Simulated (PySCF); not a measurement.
## Pb²⁺: ionisation energy

Pb²⁺ [Xe] 4f14 5d10 6s2 (1S) → Pb³⁺ [Xe] 4f14 5d10 6s1 (2S), as a difference of total energies. All numbers are calculated (PySCF 2.14, the spin-free X2C one-electron Hamiltonian (Gaussian nucleus), in x2c-TZVPPall with one added diffuse shell each of s, p, d, f type (12s8p7d4f, 99 functions)). Correlated levels: valence: [Xe] 4f14 5d10 frozen. The calculations carry no spin-orbit coupling.

```
           method  ionisation energy (eV)  error (eV)
              UHF                  29.834      -2.103
    MP2 (valence)                  30.387      -1.550
SCS-MP2 (valence)                  30.498      -1.439
   CCSD (valence)                  30.573      -1.364
```

Reference: 31.937 eV (measured; NIST Atomic Spectra Database, ionization energies).

Errors of the correlated levels include the incompleteness of this basis and the frozen core.

With two correlated electrons CCSD is exact in that space.
